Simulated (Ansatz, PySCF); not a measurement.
Breaking a bond: Be2, singlet.

- UKS-PBE = unrestricted PBE/def2-SVP (Ansatz, a first-principles code)
- RKS-PBE = restricted PBE/def2-SVP in Ansatz
- UKS-PBE0 = unrestricted PBE0/def2-SVP (Ansatz)
- RKS-PBE0 = restricted PBE0/def2-SVP run with Ansatz
- UKS-B3LYP/6-31G* = PySCF with unrestricted B3LYP/6-31G*, spherical d
- RKS-B3LYP/6-31G* = restricted B3LYP/6-31G*, spherical d in PySCF
- UKS-B3LYP/3-21G = unrestricted B3LYP/3-21G (PySCF)
- RKS-B3LYP/3-21G = restricted B3LYP/3-21G (PySCF 2.14.0)
- UKS-B3LYP/LANL2DZ = unrestricted B3LYP/LANL2DZ (PySCF 2.14.0)
- RKS-B3LYP/LANL2DZ = restricted B3LYP/LANL2DZ run with PySCF

Scanned distances (Å): 1.89, 2.03, 2.15, 2.27, 2.39, 2.42, 2.52, 2.59, 2.63, 2.75, 2.92, 3.10, 3.45, 3.76, 4.12, 4.49, 5.04, 5.54, 6.25, 6.78, 7.48.

Where does the unrestricted solution first break spin symmetry (<S²> of 0.01 or more)?

UKS-PBE: already at 1.89 Å; UKS-PBE0: already at 1.89 Å; UKS-B3LYP/6-31G*: already at 1.89 Å; UKS-B3LYP/3-21G: already at 1.89 Å; UKS-B3LYP/LANL2DZ: already at 1.89 Å.

| R / Å | <S²> UKS-PBE | E(RKS-PBE) − E(UKS-PBE) / kJ/mol | <S²> UKS-PBE0 | E(RKS-PBE0) − E(UKS-PBE0) / kJ/mol | <S²> UKS-B3LYP/6-31G* | E(RKS-B3LYP/6-31G*) − E(UKS-B3LYP/6-31G*) / kJ/mol | <S²> UKS-B3LYP/3-21G | E(RKS-B3LYP/3-21G) − E(UKS-B3LYP/3-21G) / kJ/mol | <S²> UKS-B3LYP/LANL2DZ | E(RKS-B3LYP/LANL2DZ) − E(UKS-B3LYP/LANL2DZ) / kJ/mol |
|---|---|---|---|---|---|---|---|---|---|---|
| 1.89 | 0.73 | 20.5 | 0.80 | 38.1 | 0.69 | 21.9 | 0.69 | 21.7 | 0.69 | 21.7 |
| 2.03 | 0.61 | 12.4 | 0.74 | 29.7 | 0.61 | 15.5 | 0.61 | 15.3 | 0.61 | 15.3 |
| 2.15 | 0.52 | 8.2 | 0.69 | 23.0 | 0.53 | 10.6 | 0.53 | 10.3 | 0.53 | 10.4 |
| 2.27 | 0.42 | 4.8 | 0.62 | 17.0 | 0.00 | 0.0 | 0.00 | 0.0 | 0.00 | 0.0 |
| 2.39 | 0.31 | 2.3 | 0.55 | 11.7 | 0.00 | 0.0 | 0.00 | 0.0 | 0.00 | 0.0 |
| 2.42 | 0.28 | 1.8 | 0.52 | 10.5 | 0.00 | 0.0 | 0.00 | 0.0 | 0.00 | 0.0 |
| 2.52 | 0.18 | 0.7 | 0.45 | 7.0 | 0.00 | 0.0 | 0.00 | 0.0 | 0.00 | 0.0 |
| 2.59 | 0.10 | 0.2 | 0.39 | 4.9 | 0.00 | 0.0 | 0.00 | 0.0 | 0.00 | 0.0 |
| 2.63 | 0.05 | 0.0 | 0.36 | 3.9 | 0.00 | 0.0 | 0.00 | 0.0 | 0.00 | 0.0 |
| 2.75 | 0.00 | 0.0 | 0.24 | 1.6 | 0.00 | 0.0 | 0.00 | 0.0 | 0.00 | 0.0 |
| 2.92 | 0.00 | 0.0 | 0.06 | 0.1 | 0.00 | 0.0 | 0.00 | 0.0 | 0.00 | 0.0 |
| 3.10 | 0.00 | 0.0 | 0.00 | 0.0 | 0.00 | 0.0 | 0.00 | 0.0 | 0.00 | 0.0 |
| 3.45 | 0.00 | 0.0 | 0.00 | 0.0 | 0.00 | 0.0 | 0.00 | 0.0 | 0.00 | 0.0 |
| 3.76 | 0.00 | 0.0 | 0.00 | 0.0 | 0.00 | 0.0 | 0.00 | 0.0 | 0.00 | 0.0 |
| 4.12 | 0.00 | 0.0 | 0.00 | 0.0 | 0.00 | 0.0 | 0.00 | 0.0 | 0.00 | 0.0 |
| 4.49 | 0.00 | 0.0 | 0.00 | 0.0 | 0.00 | 0.0 | 0.00 | 0.0 | 0.00 | 0.0 |
| 5.04 | 0.00 | 0.0 | 0.00 | 0.0 | 0.00 | 0.0 | 0.00 | 0.0 | 0.00 | 0.0 |
| 5.54 | 0.00 | 0.0 | 0.00 | 0.0 | 0.00 | 0.0 | 0.00 | 0.0 | 0.00 | 0.0 |
| 6.25 | 0.00 | 0.0 | 0.00 | 0.0 | 0.00 | 0.0 | 0.00 | 0.0 | 0.00 | 0.0 |
| 6.78 | 0.00 | 0.0 | 0.00 | 0.0 | 0.00 | 0.0 | 0.00 | 0.0 | 0.00 | 0.0 |
| 7.48 | 0.00 | 0.0 | 0.00 | 0.0 | 0.00 | 0.0 | 0.00 | 0.0 | 0.00 | 0.0 |
